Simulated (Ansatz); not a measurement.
Compare A (`C[SiH2]C(O)(F)F`) with its isomer B (`OC[SiH](F)CF`).

Calculated with Ansatz (gas phase, PBE0-D4/def2-TZVP geometries, no zero-point term in ΔE). CBS: MP2 limit from def2 TZ/QZ plus the TZ coupled-cluster correction, frozen cores. DFT in def2-TZVPP. B3LYP here is the variant with VWN-RPA as its local correlation; programs differ in this. Each species was taken in one conformer, which may not be the lowest.

(1) Which isomer does CCSD(T)/CBS put lower? Give the gap. (Estimate.)

(2) Give E(B) − E(A) in kJ/mol with r2SCAN-D4, PBE0-D4, CCSD/def2-TZVPP, CCSD(T)/def2-TZVPP, HF/def2-TZVPP, MP2/def2-TZVPP, B3LYP. (Best estimate.)

Largest T1 diagnostic: 0.012.

## Answers

(1) The calculation gave: B, by 95.5 kJ/mol.

(2) Ansatz gave: r2SCAN-D4 -78.7, PBE0-D4 -80.2, CCSD/def2-TZVPP -92.0, CCSD(T)/def2-TZVPP -88.7, HF/def2-TZVPP -93.1, MP2/def2-TZVPP -94.1, B3LYP -91.4. None reverses the order clearly.

From PBE to PBE0 (25 % exact exchange), in def2-TZVPP and without D4, E(B) − E(A) moves by −3.2 kJ/mol.
